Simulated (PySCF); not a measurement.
# Working out the ionisation energy of Ge⁺

Ge⁺ [Ar] 3d10 4s2 4p1 (2P) → Ge²⁺ [Ar] 3d10 4s2 (1S). All numbers are calculated (PySCF 2.14, the spin-free X2C one-electron Hamiltonian (Gaussian nucleus), in x2c-TZVPPall). Frozen: [Ar] 3d10. Energies in hartree (1 hartree = 27.21139 eV):

| part | Ge⁺ (lower) | Ge²⁺ (upper) |
| --- | --- | --- |
| UHF | -2096.775745 | -2096.217191 |
| CCSD correlation | -0.050019 | -0.038517 |
| (T) | -0.000751 | 0.000000 |

What does Hartree-Fock give?

(-2096.217191) − (-2096.775745) = 0.558554 hartree = 15.199 eV.

What do CCSD and CCSD(T) give?

The CCSD correlation energies differ by 0.011502 hartree = 0.313 eV and the triples by 0.000751 hartree = 0.020 eV, so CCSD gives 15.512 eV and CCSD(T) 15.532 eV.

Measured between the centres of the two terms (NIST): 15.789 eV, so CCSD(T) (valence) is off by -0.257 eV.

What remains against the reference includes basis incompleteness, the frozen core and higher excitations.
